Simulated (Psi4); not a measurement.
A dimer, HCl ··· CH3Br (SMILES Cl and CBr); the first 2 atoms form monomer A.

```
7

Cl     0.6410     0.0000     0.0000
H     -0.6410     0.0000     0.0000
C      2.3956    -2.0705     3.7395
Br     1.6782    -0.2526     3.8482
H      2.2482    -2.4220     2.7245
H      1.8505    -2.6820     4.4498
H      3.4496    -2.0233     3.9895
```

Question: What interaction energy does SAPT0/jun-cc-pVDZ, frozen core (Psi4) give, and which attractive term is the largest?

Answer: Total 1.28 kJ/mol: electrostatics -0.62, exchange 4.42, induction -0.40, dispersion -2.12. The most attractive term is dispersion.
